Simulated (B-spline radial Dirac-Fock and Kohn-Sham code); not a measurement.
# The L2 (2p1/2) level from Cu to Mo

The computed values come from a radial B-spline solver: Dirac-Fock energy differences between relaxed states, corrected for Breit and QED terms. Free neutral atoms, energies in eV. The model has no electron correlation. Relaxation, Breit and QED are contributions to the binding energy. "Screened" places the removed electron in the lowest shell with room, a model of an edge from the Fermi level; tabulated edges (Elam, Ravel and Sieber 2002) are for the standard state, and for monatomic gases they compare with the unscreened value. A dash: no value, or a hole state left out as unreliable.

| Z | element | binding | relaxation | Breit | QED | screened | tabulated edge |
| --- | --- | --- | --- | --- | --- | --- | --- |
| 29 | Cu | 958.9 | -28.2 | -1.33 | 0.07 | 951.3 | 952.3 |
| 30 | Zn | 1051.8 | -28.1 | -1.51 | 0.08 | 1046.4 | 1044.9 |
| 31 | Ga | 1152.1 | -28.4 | -1.70 | 0.08 | 1145.2 | 1143.2 |
| 32 | Ge | 1257.5 | -28.7 | -1.91 | 0.09 | – | 1248.1 |
| 34 | Se | 1484.3 | -29.4 | -2.39 | 0.11 | 1472.8 | 1474.3 |
| 35 | Br | 1605.6 | -29.8 | -2.66 | 0.12 | 1592.4 | 1596 |
| 36 | Kr | 1732.2 | -30.3 | -2.94 | 0.13 | 1728.5 | 1730.9 |
| 37 | Rb | 1871.5 | -30.6 | -3.26 | 0.15 | 1866.8 | 1864 |
| 38 | Sr | 2016.8 | -30.9 | -3.60 | 0.16 | 2012.6 | 2007 |
| 40 | Zr | 2317.1 | -32.7 | -4.36 | 0.19 | 2308.9 | 2307 |
| 41 | Nb | 2471.1 | -34.3 | -4.79 | 0.19 | 2464.6 | 2465 |
| 42 | Mo | 2634.1 | -35.0 | -5.23 | 0.21 | 2626.6 | 2625 |

Problem. With what power of Z do the binding energy and the Breit term grow over this range?

Solution. Between the end points the binding energy grows as Z^2.73 and the Breit term as Z^3.69.
